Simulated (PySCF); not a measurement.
W (tungsten, neutral): M06-2X calculation

Configuration: [Xe] 4f14 5d6, high-spin 5D determinant (an excited configuration). Computed with PySCF 2.14 in x2c-QZVPPall (16s10p9d5f2g, 144 functions), with the spin-free X2C one-electron Hamiltonian (Gaussian nucleus).

```json
{
  "Total energy": "-16145.15 hartree",
  "One-electron energy": "-22163.03 hartree",
  "Hartree (Coulomb) energy": "6348.47 hartree",
  "Exchange-correlation energy": "-330.60 hartree",
  "⟨S²⟩": "6.0168",
  "⟨L²⟩": "6.230",
  "Sum of ⟨r⟩": "44.56 bohr",
  "Sum of ⟨r²⟩": "63.45 bohr²",
  "Traceless quadrupole moment −½Σ⟨3z² − r²⟩ along its main axis": "3.61 e·bohr²",
  "Langevin diamagnetic susceptibility": "-50.3 ×10⁻⁶ cm³/mol",
  "Time after the integrals": "of the order of 80 core-seconds"
}
```

```json
{"shell": "1s β", "electrons": "1", "mean orbital energy (hartree)": "-2556.82345", "spread (hartree)": "0", "rms radius, mean of both spins (bohr)": "0.0208"}
{"shell": "1s α", "electrons": "1", "mean orbital energy (hartree)": "-2556.82273", "spread (hartree)": "0", "rms radius, mean of both spins (bohr)": "0.0208"}
{"shell": "2s α", "electrons": "1", "mean orbital energy (hartree)": "-443.30202", "spread (hartree)": "0", "rms radius, mean of both spins (bohr)": "0.0839"}
{"shell": "2s β", "electrons": "1", "mean orbital energy (hartree)": "-443.29717", "spread (hartree)": "0", "rms radius, mean of both spins (bohr)": "0.0839"}
{"shell": "2p α", "electrons": "3", "mean orbital energy (hartree)": "-389.26239", "spread (hartree)": "0.00222", "rms radius, mean of both spins (bohr)": "0.0762"}
{"shell": "2p β", "electrons": "3", "mean orbital energy (hartree)": "-389.25661", "spread (hartree)": "0.00106", "rms radius, mean of both spins (bohr)": "0.0762"}
{"shell": "3s α", "electrons": "1", "mean orbital energy (hartree)": "-102.94767", "spread (hartree)": "0", "rms radius, mean of both spins (bohr)": "0.215"}
{"shell": "3s β", "electrons": "1", "mean orbital energy (hartree)": "-102.94436", "spread (hartree)": "0", "rms radius, mean of both spins (bohr)": "0.215"}
{"shell": "3p α", "electrons": "3", "mean orbital energy (hartree)": "-86.78579", "spread (hartree)": "0.00406", "rms radius, mean of both spins (bohr)": "0.216"}
{"shell": "3p β", "electrons": "3", "mean orbital energy (hartree)": "-86.78270", "spread (hartree)": "0.00268", "rms radius, mean of both spins (bohr)": "0.216"}
{"shell": "3d α", "electrons": "5", "mean orbital energy (hartree)": "-67.44677", "spread (hartree)": "0.00422", "rms radius, mean of both spins (bohr)": "0.197"}
{"shell": "3d β", "electrons": "5", "mean orbital energy (hartree)": "-67.44125", "spread (hartree)": "0.00185", "rms radius, mean of both spins (bohr)": "0.197"}
{"shell": "4s α", "electrons": "1", "mean orbital energy (hartree)": "-21.58364", "spread (hartree)": "0", "rms radius, mean of both spins (bohr)": "0.479"}
{"shell": "4s β", "electrons": "1", "mean orbital energy (hartree)": "-21.57587", "spread (hartree)": "0", "rms radius, mean of both spins (bohr)": "0.479"}
{"shell": "4p α", "electrons": "3", "mean orbital energy (hartree)": "-16.22059", "spread (hartree)": "0.00976", "rms radius, mean of both spins (bohr)": "0.510"}
{"shell": "4p β", "electrons": "3", "mean orbital energy (hartree)": "-16.21174", "spread (hartree)": "0.00621", "rms radius, mean of both spins (bohr)": "0.510"}
{"shell": "4d α", "electrons": "5", "mean orbital energy (hartree)": "-9.21757", "spread (hartree)": "0.01196", "rms radius, mean of both spins (bohr)": "0.552"}
{"shell": "4d β", "electrons": "5", "mean orbital energy (hartree)": "-9.20340", "spread (hartree)": "0.00706", "rms radius, mean of both spins (bohr)": "0.552"}
{"shell": "5s α", "electrons": "1", "mean orbital energy (hartree)": "-3.10017", "spread (hartree)": "0", "rms radius, mean of both spins (bohr)": "1.14"}
{"shell": "5s β", "electrons": "1", "mean orbital energy (hartree)": "-3.05782", "spread (hartree)": "0", "rms radius, mean of both spins (bohr)": "1.14"}
{"shell": "5p α", "electrons": "3", "mean orbital energy (hartree)": "-1.71312", "spread (hartree)": "0.02731", "rms radius, mean of both spins (bohr)": "1.34"}
{"shell": "5p β", "electrons": "3", "mean orbital energy (hartree)": "-1.62514", "spread (hartree)": "0.00854", "rms radius, mean of both spins (bohr)": "1.34"}
{"shell": "4f α", "electrons": "7", "mean orbital energy (hartree)": "-1.42807", "spread (hartree)": "0.01282", "rms radius, mean of both spins (bohr)": "0.677"}
{"shell": "4f β", "electrons": "7", "mean orbital energy (hartree)": "-1.41132", "spread (hartree)": "0.00751", "rms radius, mean of both spins (bohr)": "0.677"}
{"shell": "5d α", "electrons": "5", "mean orbital energy (hartree)": "-0.18911", "spread (hartree)": "0.02983", "rms radius, mean of both spins (bohr)": "2.51"}
{"shell": "5d β", "electrons": "1", "mean orbital energy (hartree)": "-0.11353", "spread (hartree)": "0", "rms radius, mean of both spins (bohr)": "2.51"}
```

Spin-orbit coupling, absent here, splits the open shell strongly.

Densities and radii are taken from the X2C orbitals without a picture-change correction, which distorts them close to the nucleus.
